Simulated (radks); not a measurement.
Task: The mean radii <r> (bohr) of the occupied orbitals of an atom or ion are listed with their occupations. Method: non-relativistic Kohn-Sham, SCAN, spin-unpolarised, spherical densities, point nucleus; meta-GGA in the generalised Kohn-Sham scheme; computed with a radial shooting solver on a logarithmic mesh with Libxc functionals.

orbital  occ.      <r>
1s          2  0.06158
2s          2   0.2818
2p          6   0.2480
3s          2   0.8588
3p          6   0.9071
3d          5    1.215
4s          2    3.120

Name the element and its charge.

Result: Z = 25, manganese, charge 0: Mn in [Ar] 3d5 4s2. The 1s radius gives Z: for a bare nucleus <r> = 1.5/Z, 0.06 bohr for Z = 25, and screening makes it slightly larger (0.06158 here). The occupations add up to 25, and the charge is Z minus that.
